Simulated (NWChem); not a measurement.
System: C$_{2}$H$_{8}$BN; SMILES B(C)NC

NWChem input:

```
start job
memory heap 200 mb stack 900 mb global 1100 mb
geometry units angstroms noautoz
  B     -0.708034    -0.687847     0.138280
  H     -1.839603    -1.127362     0.293735
  C      0.515688    -1.682392     0.052120
  H      1.514247    -1.221802    -0.089090
  H      0.353517    -2.403027    -0.778927
  H      0.556134    -2.305426     0.972146
  N     -0.614079     0.711697     0.049387
  C      0.557086     1.547729    -0.132752
  H     -1.483610     1.245260     0.120273
  H      0.700606     2.253441     0.715114
  H      0.494809     2.154304    -1.063180
  H      1.464260     0.919334    -0.202720
end
basis spherical
  B library pcseg-1
  H library pcseg-1
  C library pcseg-1
  N library pcseg-1
end
dft
  xc b3lyp
  iterations 150
  mulliken
end
task dft energy
```

The geometry was optimised at PBE-D3(BJ)/def2-SVP.

Problem. Predict the main results of this run. (B3LYP/pcseg-1.) Quantities: basis functions; energy (Ha); highest occupied level (eV); orbital gap (eV); dipole (D).

Solution. 
```yaml
number_of_basis_functions: 96
energy (Ha): -160.65
highest occupied level (eV): -7.31
orbital gap (eV): 7.98
dipole (D): 1.77
```
